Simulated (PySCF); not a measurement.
Working out the excitation energy of C⁺

C⁺ [He] 2s2 2p1 (2P) → C⁺ [He] 2s1 2p2 (4P). Computed with PySCF 2.14 in x2c-QZVPPall, with the spin-free X2C one-electron Hamiltonian (Gaussian nucleus). Frozen: 1s2. Energies in hartree (1 hartree = 27.21139 eV):

| part | C⁺ (lower) | C⁺ (upper) |
| --- | --- | --- |
| UHF | -37.311874 | -37.177671 |
| CCSD correlation | -0.076800 | -0.016641 |
| (T) | -0.001264 | -0.000064 |

Question: What does Hartree-Fock give?

Answer: (-37.177671) − (-37.311874) = 0.134203 hartree = 3.652 eV.

Question: What do CCSD and CCSD(T) give?

Answer: The CCSD correlation energies differ by 0.060159 hartree = 1.637 eV and the triples by 0.001200 hartree = 0.033 eV, so CCSD gives 5.289 eV and CCSD(T) 5.322 eV.

Measured between the centres of the two terms (NIST): 5.331 eV, so CCSD(T) (valence) is off by -0.009 eV.

What remains against the reference includes basis incompleteness, the frozen core and higher excitations.
